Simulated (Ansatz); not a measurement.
Consider the hydrogenolysis of a C–B bond: `B[CH2][GeH2][SeH]` + H₂ → `[CH3][GeH2][SeH]` + BH₃.

Gas-phase electronic energies from Ansatz, PBE0-D4/def2-TZVP geometries. CCSD(T)/CBS is the MP2 limit (def2-TZVPP, def2-QZVPP) plus CCSD(T) − MP2 in def2-TZVPP, frozen cores. This one scheme is used for every species. Functionals use def2-TZVPP. For Ge, Se outer-core shells are correlated without core-valence functions, which leaves a few kJ/mol of doubt a bond. Scalar relativity is left out up to krypton. Each species was taken in one conformer, which may not be the lowest.

CCSD(T)/CBS gives +1.8 kcal/mol.

Question: Another level gave +0.4 kcal/mol. Which?
A. ωB97X-V/def2-TZVPP
B. r2SCAN0/def2-TZVPP
C. BHLYP/def2-TZVPP
D. HF/def2-TZVPP

Answer: A. ωB97X-V 0.4, r2SCAN0 1.5, HF/def2-TZVPP -6.7, BHLYP -2.5 kcal/mol.

Largest T1 diagnostic among the species: 0.010.

Leaving LDA and LC-ωPBE aside and taking each functional with its dispersion term where it has one, the values, not all of them listed here, spread over 4.9 kcal/mol, from BHLYP-D4 to revPBE-D4. LDA lies +3.3 kcal/mol from PBE without D4. From r2SCAN to r2SCAN0 (25 % exact exchange), in def2-TZVPP and without D4, ΔE moves by −1.1 kcal/mol. In def2-TZVPP, CCSD(T) changes the Hartree–Fock value by +7.8 kcal/mol (the triples alone add +1.5 kcal/mol) and MP2 by +9.1 kcal/mol.
